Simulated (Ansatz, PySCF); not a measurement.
Species: C2H7Ge (charge -1, singlet). SMILES: [CH3][GeH-][CH3]
Geometry: optimised at B3LYP-D3(BJ)/def2-TZVP (Ansatz, a first-principles code).

Unscaled harmonic wavenumbers (cm⁻¹) in rising order, each level at the stationary point that it reaches from this structure (no distance between atoms moves by over 0.3 Å); the order of modes can differ between levels, and a negative number is imaginary. B3LYP-D3(BJ)/def2-TZVP (PySCF, at the structure above): 142, 148, 193, 463, 465, 548, 569, 646, 773, 813, 826, 1173, 1184, 1453, 1460, 1465, 1465, 1660, 2972, 2972, 3036, 3036, 3042, 3043.

HF/3-21G (Ansatz): 152, 156, 203, 545, 545, 581, 594, 744, 894, 909, 924, 1378, 1389, 1637, 1644, 1647, 1648, 1679, 3127, 3128, 3178, 3180, 3187, 3191. Zero-point energy 51.8 against 48.0 kcal/mol; where all levels lie over 400 cm⁻¹, the wavenumbers are on average 1.103 times those of B3LYP-D3(BJ)/def2-TZVP.

HF/6-31G* with LANL2DZ past Ar (Ansatz): 158, 160, 214, 500, 502, 605, 620, 727, 873, 914, 917, 1355, 1365, 1613, 1621, 1626, 1626, 1740, 3140, 3142, 3193, 3195, 3207, 3211. Zero-point energy 51.8 against 48.0 kcal/mol; where all levels lie over 400 cm⁻¹, the wavenumbers are on average 1.094 times those of B3LYP-D3(BJ)/def2-TZVP.

B3LYP/6-31G* with LANL2DZ past Ar (Ansatz): 147, 155, 195, 460, 467, 559, 579, 670, 809, 840, 852, 1234, 1246, 1500, 1508, 1512, 1515, 1651, 2989, 2989, 3055, 3057, 3061, 3063. Zero-point energy 48.8 against 48.0 kcal/mol; where all levels lie over 400 cm⁻¹, the wavenumbers are on average 1.022 times those of B3LYP-D3(BJ)/def2-TZVP.
